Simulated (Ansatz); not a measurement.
Relaxation of CH7BO2Si (12 atoms, charge 0, multiplicity 1), to a largest force component of 0.015 eV/Å in at most 40 steps.

These are results of RKS PBE0/def2-SVP in Ansatz 0.2.0, not measurements.

```xyz
12
Properties=species:S:1:pos:R:3
O -1.419 1.835 1.168
C -0.621 0.775 1.018
B -0.156 0.683 -0.503
O -0.376 -0.479 -1.307
Si -1.837 -0.385 -2.122
H -1.741 1.914 2.108
H 0.297 0.899 1.682
H -1.118 -0.139 1.282
H 0.456 1.611 -0.933
H -2.914 -0.290 -1.137
H -1.848 0.855 -2.977
H -2.044 -1.524 -2.972
```

**Question.** Where does it end, and by what steps?

**Answer.** The run converged. The force dipped under the threshold on the way, but the program's further checks kept it going. After 21 steps the energy has fallen by 0.885 eV; H6 moved furthest, 1.75 Å.

```
step  energy less start (eV)  largest force component (eV/Å)  accepted
   0                  0.0000                           2.987       yes
   1                 -0.3437                           1.290       yes
   2                 -0.4445                           0.472       yes
   3                 -0.4912                           0.621       yes
   4                 -0.5426                           0.730       yes
   5                 -0.5748                           0.807       yes
   6                 -0.6610                           0.191       yes
   7                 -0.7122                           0.119       yes
   8                 -0.7617                           0.264       yes
   9                 -0.8011                           0.437       yes
  10                 -0.8100                           0.526       yes
  11                 -0.8717                           0.361       yes
  12                 -0.8785                           0.306       yes
  13                 -0.8830                           0.047       yes
  14                 -0.8839                           0.041       yes
  15                 -0.8844                           0.062       yes
  16                 -0.8846                           0.053       yes
  17                 -0.8850                           0.005       yes
  18                 -0.8852                           0.011       yes
  19                 -0.8853                           0.026       yes
  20                 -0.8853                           0.015       yes
  21                 -0.8853                           0.004       yes
```

```xyz
12
Properties=species:S:1:pos:R:3
O -0.231 2.136 1.719
C -0.704 0.901 1.245
B -0.952 0.930 -0.308
O -1.409 -0.200 -0.901
Si -1.795 -0.574 -2.492
H -0.096 2.068 2.668
H -0.001 0.061 1.450
H -1.660 0.591 1.724
H -0.746 1.926 -0.974
H -3.233 -0.957 -2.540
H -1.541 0.602 -3.375
H -0.952 -1.728 -2.911
```

Whether the end is a true minimum wasn't checked by a vibrational analysis.

Run time: 65 s on 2 threads of Arm Neoverse V1 (shared host), peak memory 0.23 GiB.
